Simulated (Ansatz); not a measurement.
Calculated with Ansatz (gas phase, PBE0-D4/def2-TZVP geometries, no zero-point term in ΔE). CCSD(T)/CBS adds triple-zeta CCSD(T) − MP2 to the extrapolated MP2 energy (def2 sets, frozen cores). DFT in def2-TZVPP. B3LYP here is the variant with VWN-RPA as its local correlation; programs differ in this. For Br outer-core shells are correlated without core-valence functions, which leaves a few kJ/mol of doubt a bond. Scalar relativity is left out up to krypton. Each species was taken in one conformer, which may not be the lowest.

Reaction (cleavage of the Si–B bond): `CCB(C)[SiH3]` + `[OH][Al]([OH])[Br]` → `[OH][Al]([Br])[O][SiH3]` + `CBCC`

Is it downhill or uphill in electronic energy at CCSD(T)/CBS, and by how much? (Best estimate.)

Ansatz gave: Downhill: ΔE = -127.3 kJ/mol.

What do these levels give: PBE-D4, r2SCAN-D4, ωB97X-V, B3LYP, SCS-MP2/def2-TZVPP, MP2/CBS(def2)? (Best estimate.)

Ansatz gave: PBE-D4 -101.6, r2SCAN-D4 -121.8, ωB97X-V -126.7, B3LYP -132.6, SCS-MP2/def2-TZVPP -138.3, MP2/CBS(def2) -132.8 kJ/mol.

Largest T1 diagnostic among the species: 0.011.

From PBE to PBE0 (25 % exact exchange), in def2-TZVPP and without D4, ΔE moves by −10.3 kJ/mol. In def2-TZVPP, CCSD(T) changes the Hartree–Fock value by +34.8 kJ/mol (the triples alone add +5.1 kJ/mol) and MP2 by +29.3 kJ/mol.
